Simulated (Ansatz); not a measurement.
`O=C[S][GaH2]` + `FC([SiH3])B[SiH3]` → `F[CH]([GaH2])B[SiH3]` + `O=CS[SiH3]`  (redistribution)

Computed with Ansatz on PBE0-D4/def2-TZVP structures; ΔE is electronic, products minus reactants. CCSD(T)/CBS is the MP2 limit (def2-TZVPP, def2-QZVPP) plus CCSD(T) − MP2 in def2-TZVPP, frozen cores. DFT in def2-TZVPP. For Ga outer-core shells are correlated without core-valence functions, which leaves a few kJ/mol of doubt a bond. Scalar relativity is left out up to krypton. Each species was taken in one conformer, which may not be the lowest.

`O=C[S][GaH2]`:

Cartesian coordinates in Å:
```
O 2.387 0.148 -1.309
C 1.409 0.053 -0.636
S -0.238 0.335 -1.276
Ga -1.427 -0.031 0.552
H 1.435 -0.216 0.437
H -0.600 -0.408 1.821
H -2.967 0.119 0.410
```

`FC([SiH3])B[SiH3]`:

Z-matrix (Å, degrees):
```
Si
C 1 1.969
B 1 2.530 2 36.5
H 1 1.486 2 111.8 3 32.6
H 1 1.482 2 109.5 3 -89.3
H 1 1.482 2 104.5 3 151.0
F 2 1.385 1 108.5 3 -122.3
H 2 1.094 1 103.0 3 122.0
Si 3 2.018 1 98.8 2 -122.6
H 3 1.196 1 114.6 2 108.9
H 9 1.491 3 107.7 1 176.3
H 9 1.490 3 113.4 1 56.7
H 9 1.490 3 111.4 1 -65.5
```

`F[CH]([GaH2])B[SiH3]`:

```xyz
12

F    -0.663    0.631   -2.025
C     0.367   -0.140   -1.596
Ga    0.923    1.036    0.368
B     0.297   -1.007   -0.421
Si   -1.180   -0.665    0.888
H     1.175   -0.096   -2.327
H     0.505    2.441   -0.151
H     1.909    0.702    1.529
H     1.231   -1.713   -0.180
H    -2.554   -0.466    0.369
H    -0.830    0.754    1.418
H    -1.181   -1.478    2.128
```

`O=CS[SiH3]`:

```xyz
8

O    -0.363   -1.546   -0.853
C     0.775   -1.171   -0.880
S     1.368    0.308   -0.119
Si   -0.553    0.909    0.672
H     1.579   -1.725   -1.394
H    -1.052   -0.099    1.633
H    -1.512    1.145   -0.429
H    -0.243    2.180    1.371
```

```tsv
level	ΔE (kJ/mol)
r2SCAN-D4	-8.8
HF/def2-TZVPP	46.4
HF/CBS(def2)	47.5
CCSD/CBS(def2)	4.3
```

(1) What does CCSD(T)/CBS give? (An estimate is asked.)

Largest T1 diagnostic among the species: 0.017.

Answers

(1) Ansatz gave: -4.6 kJ/mol. The listed levels differ from it by -4.2, 51.0, 52.1, 8.9 kJ/mol.

The D4 term adds −5.5 kJ/mol with B3LYP and −2.5 kJ/mol with PBE0; it sums over pairs of atoms, weighted by their polarisabilities, and B3LYP, whose exchange is more repulsive, gets the larger term. In def2-TZVPP, CCSD(T) changes the Hartree–Fock value by −52.4 kJ/mol (the triples alone add −8.9 kJ/mol) and MP2 by −58.8 kJ/mol.

B3LYP here is the variant with VWN-RPA as its local correlation; programs differ in this.
